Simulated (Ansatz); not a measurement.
System: AlI₂, charge 0, doublet. AlI2 (SMILES [I][Al][I], doublet).
B3LYP-D3(BJ)/def2-TZVP minimum from Ansatz (a quantum-chemistry and plane-wave program):
```xyz
3

Al     1.0265     0.3329     0.3098
I     -0.2746     1.6652    -1.3782
I      0.0228    -1.7469     1.3022
```
Charge 0, spin multiplicity 2.

Property: atomisation energy (electronic, to ground-state atoms), in kJ/mol. Radicals and triplets start from unrestricted determinants; spin-orbit coupling is neglected. Cores are frozen in correlated methods (noble-gas shells, and filled d and f shells in the p block). Past Kr the def2 sets carry scalar-relativistic core potentials. CBS(X,Y): correlation extrapolated as X^-3, Hartree-Fock from the larger set. A bracket is a step between two methods taken in the basis named. For partners of very few electrons the exact lower level stands in for a higher one. Spin-orbit terms, left out, reach several kcal/mol for Br and I, and more for heavier atoms. The spin of AlI2 ([I][Al][I], doublet) was assumed, and the state is the lowest solution found for it.

CCSD(T)/CBS(def2-TZVPP,def2-QZVPP) + [CCSDT(Q) - CCSD(T)]/def2-SVP (Ansatz) gives 579.3 kJ/mol.

Task: What does PBE/def2-TZVPD (Ansatz) give here, and how do the other levels compare?

Result: PBE gives 589.0 kJ/mol, 9.7 kJ/mol above it. Differences of the others: r2SCAN/def2-TZVPD (Ansatz) 23.5; PBE0/def2-TZVPD (Ansatz) 2.3; wB97M-V/def2-TZVPD (Ansatz) -23.2; B2PLYP/def2-TZVPD (Ansatz) -26.8; CCSD(T)/CBS(def2-TZVPP,def2-QZVPP) (Ansatz) -1.8 kJ/mol.
